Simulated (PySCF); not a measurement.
Two species compared at the same levels of theory.

First species: CrO2Cl2 (singlet state).
Cartesian coordinates in Å at the PBE0-D3(BJ)/def2-SVP level; atoms count from 1:
```
atom  x, y, z in Å
Cr1    0.0926   -0.0012    0.0757
O2     0.0793   -0.0366    1.6010
O3     1.5395    0.0080   -0.4024
Cl4   -0.8580    1.7622   -0.5964
Cl5   -0.8535   -1.7325   -0.6779
```

Second species: ortho-chlorotoluene, C₇H₇Cl.
SMILES with atom numbers: `[CH3:1][c:2]1[cH:3][cH:4][cH:5][cH:6][c:7]1[Cl:8]` (hydrogens: H9, H10, H11 on C1; H12 on C3; H13 on C4; H14 on C5; H15 on C6)

Levels: wB97X-D/def2-SVPD for dipole moment, HOMO energy, LUMO energy, HOMO–LUMO gap, static isotropic polarisability and electronic spatial extent ⟨r²⟩ about the centre of nuclear charge; TDDFT wB97X-D/def2-SVPD for lowest singlet excitation; TDA wB97X-D/def2-SVPD for lowest triplet excitation (Tamm–Dancoff); PBE0-D3(BJ)/def2-SVP for rotational constant A and rotational constant C. Geometries: PBE0-D3(BJ)/def2-SVP. Each structure is a single optimised conformer of the isolated species, non-relativistic unless stated. Electronic properties by PySCF.

Values for the first species:

```
Dipole moment                                                     : 0.31 D
HOMO energy                                                       : -11.68 eV
LUMO energy                                                       : -3.62 eV
HOMO–LUMO gap                                                     : 8.06 eV
Lowest singlet excitation                                         : 3.06 eV
Lowest triplet excitation (Tamm–Dancoff)                          : 2.68 eV
Static isotropic polarisability                                   : 67.9 au
Electronic spatial extent ⟨r²⟩ about the centre of nuclear charge : 757 bohr²
Rotational constant A                                             : 3.293 GHz
Rotational constant C                                             : 1.589 GHz
```

(1) Estimate the same properties for the second species, and the change in each.

## Answers

(1) 
```csv
property,first,second,second less first
dipole moment,0.31 D,1.57 D,+1.26 D
HOMO energy,-11.68 eV,-8.80 eV,+2.88 eV
LUMO energy,-3.62 eV,1.17 eV,+4.79 eV
HOMO–LUMO gap,8.06 eV,9.97 eV,+1.91 eV
lowest singlet excitation,3.06 eV,5.30 eV,+2.24 eV
lowest triplet excitation (Tamm–Dancoff),2.68 eV,4.06 eV,+1.38 eV
static isotropic polarisability,67.9 au,94.3 au,+26.4 au
electronic spatial extent ⟨r²⟩ about the centre of nuclear charge,757 bohr²,1119 bohr²,+362 bohr²
rotational constant A,3.293 GHz,2.867 GHz,-0.426 GHz
rotational constant C,1.589 GHz,1.007 GHz,-0.582 GHz
```

On the first: In atomic units the dipole is 0.12 e·bohr (1 au = 2.5417 D). The 15 singlets span 3.06 to 4.84 eV, and their oscillator strengths add up to 0.08.

On the second: In atomic units the dipole is 0.62 e·bohr (1 au = 2.5417 D). No computed singlet falls in the visible range (750 to 380 nm, 1.65 to 3.26 eV); S1 lies 2.04 eV above its blue end.
